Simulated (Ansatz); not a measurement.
Gas-phase electronic energies from Ansatz, PBE0-D4/def2-TZVP geometries. CCSD(T)/CBS adds triple-zeta CCSD(T) − MP2 to the extrapolated MP2 energy (def2 sets, frozen cores). This one scheme is used for every species, atoms too. Functionals use def2-TZVPP. B3LYP here is the variant with VWN-RPA as its local correlation; programs differ in this. Open shells (•) are unrestricted, without spin–orbit coupling. Spin–orbit coupling would lower the free atoms: a little for F, O, Si. One conformer a species, not always the lowest.

Reaction (atomization): `F[Si](F)(O[SiH3])O[SiH3]` → 2 F• + 6 H• + 2 O• + 3 Si•

```json
{"level": "PBE-D4", "ΔE (eV)": "51.85"}
{"level": "r2SCAN-D4", "ΔE (eV)": "52.18"}
{"level": "B3LYP-D4", "ΔE (eV)": "51.90"}
{"level": "CCSD(T)/def2-TZVPP", "ΔE (eV)": "51.01"}
```

Problem. What does CCSD(T)/CBS give? (An estimate is asked.)

Solution. Computed: +52.59 eV. The listed levels differ from it by -0.74, -0.41, -0.69, -1.58 eV.

Largest T1 diagnostic among the species: 0.012.

The D4 term adds +0.57 eV with B3LYP and +0.31 eV with PBE0; it sums over pairs of atoms, weighted by their polarisabilities, and B3LYP, whose exchange is more repulsive, gets the larger term. In def2-TZVPP, CCSD(T) changes the Hartree–Fock value by +11.50 eV (the triples alone add +0.60 eV) and MP2 by +12.74 eV; breaking electron pairs costs correlation energy, which Hartree–Fock lacks. From PBE to PBE0 (25 % exact exchange), in def2-TZVPP and without D4, ΔE moves by −0.63 eV: exact exchange takes away binding that semilocal exchange gives to molecules.

For atomizations the MP2-based limit and the directly extrapolated one differ by several kJ/mol either way, and by 10 to 25 for some Ge, Se and Sn compounds, so smaller differences from it don't rank the levels.
